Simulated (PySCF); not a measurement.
**SrBr⁻: script and output**

File input.py (PySCF 2.14):

```python
from pyscf import gto, scf

mol = gto.M(
    atom='Sr 0 0 0; Br 0 0 2.506',
    basis='ano-rcc-vdzp',
    charge=-1,
    spin=0,
    symmetry=True,
    verbose=4,
)
mf = scf.RHF(mol)
mf = mf.sfx2c1e()
mf.kernel()
mf.dip_moment()
print('orbital energies (hartree):', mf.mo_energy[..., max(0, mol.nelec[1]-3):mol.nelec[0]+3].round(4))
```

```bash
$ OMP_NUM_THREADS=1 python input.py
```

Output (some set-up lines and the per-cycle HOMO/LUMO lines with their warnings removed):

```
PySCF version 2.14.0

[INPUT] Symbol           X                Y                Z      unit          X                Y                Z       unit  Magmom
[INPUT]  1 Sr     0.000000000000   0.000000000000   0.000000000000 AA    0.000000000000   0.000000000000   0.000000000000 Bohr   0.0
[INPUT]  2 Br     0.000000000000   0.000000000000   2.506000000000 AA    0.000000000000   0.000000000000   4.735653668160 Bohr   0.0

nuclear repulsion = 280.848240432402
point group symmetry = Coov
symmetry origin: [0.         0.         2.27051888]
symmetry axis x: [1. 0. 0.]
symmetry axis y: [0. 1. 0.]
symmetry axis z: [0. 0. 1.]
num. orbitals of irrep A1 = 24
num. orbitals of irrep E1x = 13
num. orbitals of irrep E1y = 13
num. orbitals of irrep E2x = 4
num. orbitals of irrep E2y = 4
number of shells = 6
number of NR pGTOs = 266
number of NR cGTOs = 58
basis = ano-rcc-vdzp
ecp = {}

******** <class 'pyscf.x2c.sfx2c1e.sfX2C1eSymAdaptedRHF'> ********
method = sfX2C1eSymAdaptedRHF
initial guess = minao
damping factor = 0
level_shift factor = 0
DIIS = <class 'pyscf.scf.diis.CDIIS'>
SCF conv_tol = 1e-09
SCF max_cycles = 50

******** <class 'pyscf.x2c.sfx2c1e.SpinFreeX2CHelper'> ********
approx = 1e
xuncontract = 1
Freeze 0 electrons in irreps []
    74 free electrons in irreps A1 E1x E1y E2x E2y
Initial guess from minao.
init E= -5781.93396305851
cycle= 1 E= -5781.7607386724  delta_E= 0.173  |g|= 0.25  |ddm|= 1.86
cycle= 2 E= -5781.79236211119  delta_E= -0.0316  |g|= 0.126  |ddm|= 0.704
cycle= 3 E= -5781.79661017248  delta_E= -0.00425  |g|= 0.0175  |ddm|= 0.15
cycle= 4 E= -5781.79709529698  delta_E= -0.000485  |g|= 0.0058  |ddm|= 0.128
cycle= 5 E= -5781.79714613072  delta_E= -5.08e-05  |g|= 0.00127  |ddm|= 0.0486
cycle= 6 E= -5781.79714798336  delta_E= -1.85e-06  |g|= 0.00043  |ddm|= 0.00855
cycle= 7 E= -5781.79714819318  delta_E= -2.1e-07  |g|= 8.34e-05  |ddm|= 0.00274
cycle= 8 E= -5781.79714820245  delta_E= -9.27e-09  |g|= 2.12e-05  |ddm|= 0.000516
cycle= 9 E= -5781.79714820298  delta_E= -5.31e-10  |g|= 4.82e-06  |ddm|= 0.000147
Extra cycle  E= -5781.797148203  delta_E= -1.82e-11  |g|= 1.9e-06  |ddm|= 1.43e-05
converged SCF energy = -5781.797148203
Dipole moment(X, Y, Z, Debye):  0.00000, -0.00000, -2.05953
orbital energies (hartree): [-0.2417 -0.2417 -0.0124  0.1845  0.1845  0.2091]
```

In short: E(SCF) = -5781.797148 Eh, 9 cycles.

Run time: 12 s on 1 thread of Arm Neoverse N1 (shared host).

The basis has no diffuse functions, which an anion needs. Stability towards an unrestricted solution was not tested. The bond length is a typed value, not an optimised one. The dipole of an ion depends on the origin. No search for the lowest solution was made.
